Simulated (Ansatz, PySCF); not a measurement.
(3Z)-3-methylpenta-1,3-diene (C₆H₁₀), SMILES C/C=C(\C=C)C. Atoms are numbered in the order given.

```xyz
16

C      1.0620    -2.0761     0.0000
C      0.8974    -0.7449     0.0000
C     -0.3868    -0.0438     0.0000
C     -1.6342    -0.8798     0.0000
C     -0.4736     1.3049     0.0000
C      0.6278     2.3098     0.0000
H      0.2179    -2.7705     0.0000
H      2.0612    -2.5180     0.0000
H      1.7959    -0.1210     0.0000
H     -2.5351    -0.2511     0.0000
H     -1.6750    -1.5360    -0.8851
H     -1.6750    -1.5360     0.8851
H     -1.4847     1.7310     0.0000
H      1.6313     1.8653     0.0000
H      0.5529     2.9683    -0.8820
H      0.5529     2.9683     0.8820
```

Geometry optimised at PBE0-D3(BJ)/def2-SVP. One conformer was computed; it need not be the lowest.

Two levels are set side by side: PBE-D3(BJ)/def2-SVP (Ansatz, a program for electronic structure) and PBE0-D3(BJ)/def2-SVP (Ansatz). Each level has its own optimised geometry; the coordinates shown are those of the second. Frequencies come from the Hessian of PySCF at each geometry. Differences are taken from unrounded values.

```tsv
quantity	PBE0-D3(BJ)	PBE-D3(BJ)	PBE-D3(BJ) minus PBE0-D3(BJ)
mean bond length (Å)	1.209	1.217	0.008
bond C1–C2 (Å)	1.341	1.354	0.012
bond C2–C3 (Å)	1.463	1.466	0.002
bond C3–C4 (Å)	1.502	1.509	0.008
bond C3–C5 (Å)	1.351	1.365	0.014
bond C5–C6 (Å)	1.491	1.497	0.006
bond C1–H7 (Å)	1.093	1.101	0.008
bond C1–H8 (Å)	1.093	1.100	0.008
bond C2–H9 (Å)	1.094	1.103	0.009
bond C4–H10 (Å)	1.099	1.107	0.008
bond C4–H11 (Å)	1.103	1.111	0.008
bond C4–H12 (Å)	1.103	1.111	0.008
bond C5–H13 (Å)	1.097	1.106	0.008
bond C6–H14 (Å)	1.098	1.106	0.008
bond C6–H15 (Å)	1.103	1.112	0.009
bond C6–H16 (Å)	1.103	1.112	0.009
highest harmonic wavenumber (cm⁻¹)	3271	3178	-93
mean harmonic wavenumber (cm⁻¹)	1482	1434	-48
zero-point energy (kcal/mol)	88.98	86.07	-2.90
```

Exact exchange shortens and stiffens bonds; PBE has none. Differences between two approximate levels are no errors against the true value.
